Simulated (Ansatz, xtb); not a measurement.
Relative energy of two isomers of C3H5N3O

We compare X, `OCc1nnc[nH]1`, a singlet, with Y, `OCc1nc[nH]n1`, a singlet. Both are isolated molecules in the gas phase, relaxed with B3LYP-D3(BJ)/def2-SVP; the shapes shown needn't be the lowest conformers.

X (Å):

```xyz
12

C    -2.8870    1.3065    0.6107
C    -2.6134   -0.1129    0.2234
C    -1.8316   -1.8102   -0.8776
N    -3.0779   -1.2029    0.7858
N    -2.5867   -2.2786    0.0841
N    -1.8159   -0.4423   -0.8397
O    -1.7510    2.1297    0.4225
H    -1.0937    1.8886    1.0893
H    -3.6757    1.7269   -0.0355
H    -3.2758    1.3134    1.6439
H    -1.2821   -2.4034   -1.6068
H    -1.2995    0.2114   -1.4170
```

Y (Å):

```yaml
atoms:
  - { symbol: C, position_ang: [-1.4316, -1.1810, 0.4861] }
  - { symbol: C, position_ang: [-0.4076, -0.2196, -0.0440] }
  - { symbol: C, position_ang: [0.4949, 1.6429, -0.4474] }
  - { symbol: N, position_ang: [-0.5452, 1.1229, 0.1739] }
  - { symbol: N, position_ang: [1.2167, 0.6518, -1.0170] }
  - { symbol: N, position_ang: [0.6537, -0.5491, -0.7624] }
  - { symbol: O, position_ang: [-1.9688, -0.7296, 1.7026] }
  - { symbol: H, position_ang: [-2.0040, 0.2379, 1.6400] }
  - { symbol: H, position_ang: [-0.9652, -2.1668, 0.6378] }
  - { symbol: H, position_ang: [-2.2197, -1.3146, -0.2867] }
  - { symbol: H, position_ang: [0.7630, 2.6969, -0.5117] }
  - { symbol: H, position_ang: [2.0744, 0.7106, -1.5544] }
```

Q: Estimate E(Y) − E(X) at the level CCSD(T)/def2-SVP + ΔMP2/def2-TZVPP.

A: Calculated at CCSD(T)/def2-SVP + ΔMP2/def2-TZVPP: E(Y) − E(X) = −23.7 kJ/mol, so structure Y lies lower.

The same difference at several levels:

```
                             level               geometry  E(Y) − E(X) (kJ/mol)  departure from the last row (kJ/mol)  job, with rough time for the two
                          GFN2-xTB               GFN2-xTB                   −14.0                                  +9.7             optimisation, 0.092 s
                         HF/STO-3G               GFN2-xTB                   −11.0                                 +12.7               single point, 0.4 s
                r2SCAN-D4/def2-SVP               GFN2-xTB                   −31.0                                  −7.4               single point, 4.6 s
             B3LYP-D3(BJ)/def2-SVP  B3LYP-D3(BJ)/def2-SVP                   −27.8                                  −4.1                optimisation, 92 s
                       HF/def2-SVP  B3LYP-D3(BJ)/def2-SVP                   −27.7                                  −4.0           part of the CCSD(T) run
                      MP2/def2-SVP  B3LYP-D3(BJ)/def2-SVP                   −29.7                                  −6.0           part of the CCSD(T) run
                  CCSD(T)/def2-SVP  B3LYP-D3(BJ)/def2-SVP                   −28.4                                  −4.7                      single point
CCSD(T)/def2-SVP + ΔMP2/def2-TZVPP  B3LYP-D3(BJ)/def2-SVP                   −23.7                                                      single point, 77 s
```

As drawn, both hold the same kinds of bond in the same numbers.

The levels shown agree on the order. The largest departure from CCSD(T)/def2-SVP + ΔMP2/def2-TZVPP is that of HF/STO-3G, 12.7 kJ/mol. The last row adds to CCSD(T) the change of the MP2 difference between the two basis sets, here +4.7 kJ/mol.

With thermal terms from frequencies at re-optimised GFN2-xTB minima (ideal gas, soft modes damped towards free rotors, one conformer each, 298.15 K, 1 atm): on the last row, ΔE + ΔZPE = −23.8, ΔH = −23.9, ΔG = −23.6 kJ/mol.

The correlated steps freeze 7 core orbitals. Run with Ansatz 0.2.0, xtb 6.7.1; the last row on 2 threads of Arm Neoverse V2 on a shared host.
